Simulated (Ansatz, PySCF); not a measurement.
Process, species as SMILES: C[Si](C)[SiH2]Cl -> C[SiH](C)[SiH]Cl
Each molecule is optimised on its own at B3LYP-D3(BJ)/def2-TZVP (Ansatz, an electronic-structure program), one conformer each, not searched for the lowest.

Property: isomerisation energy (0 K, with B3LYP-D3(BJ) harmonic zero-point energies from PySCF), in kcal/mol. Valence correlation only, unless marked. Open shells are spin-unrestricted. Spin-orbit coupling is left out. Non-relativistic. CBS marks a two-point X^-3 extrapolation of the correlation energy; Hartree-Fock from the larger set.

| level | program | isomerisation energy (kcal/mol) | minus last row |
|---|---|---|---|
| HF/STO-3G | Ansatz | -3.9 | -1.4 |
| HF/cc-pV(T+d)Z | Ansatz | -2.1 | 0.4 |
| BLYP/def2-TZVPD | Ansatz | -2.9 | -0.4 |
| revPBE-D3(BJ)/def2-TZVPD | Ansatz + dftd3 | -2.7 | -0.2 |
| PBE0/def2-TZVPD | Ansatz | -2.5 | 0.0 |
| r2SCANh/def2-TZVPD | Ansatz | -2.6 | -0.1 |
| r2SCAN0-D4/def2-TZVPD | Ansatz + dftd4 | -2.6 | -0.1 |
| r2SCAN0/def2-TZVPD | Ansatz | -2.6 | -0.1 |
| HSE06/def2-TZVPD | Ansatz | -2.5 | 0.0 |
| wB97M-V/def2-TZVPD | Ansatz | -3.2 | -0.7 |
| B2PLYP-D3(BJ)/def2-TZVPD | Ansatz + dftd3 | -2.9 | -0.4 |
| MP2/STO-3G | Ansatz | -3.9 | -1.4 |
| RI-MP2/cc-pV(Q+d)Z | Ansatz | -2.4 | 0.1 |
| SCS-MP2/6-31G* | Ansatz | -2.5 | 0.0 |
| SCS-MP2/cc-pV(T+d)Z | Ansatz | -2.5 | 0.0 |
| SCS-MP2/cc-pVTZ | Ansatz | -2.5 | 0.0 |
| CCSD/cc-pwCVTZ | Ansatz | -2.6 | -0.1 |
| CCSD/CBS(cc-pV(T+d)Z,cc-pV(Q+d)Z) | Ansatz | -2.3 | 0.2 |
| CCSD(T)/STO-3G | Ansatz | -4.0 | -1.5 |
| CCSD(T)/6-31G | Ansatz | -3.2 | -0.7 |
| CCSD(T)/CBS(cc-pV(T+d)Z,cc-pV(Q+d)Z) | Ansatz | -2.5 | 0.0 |
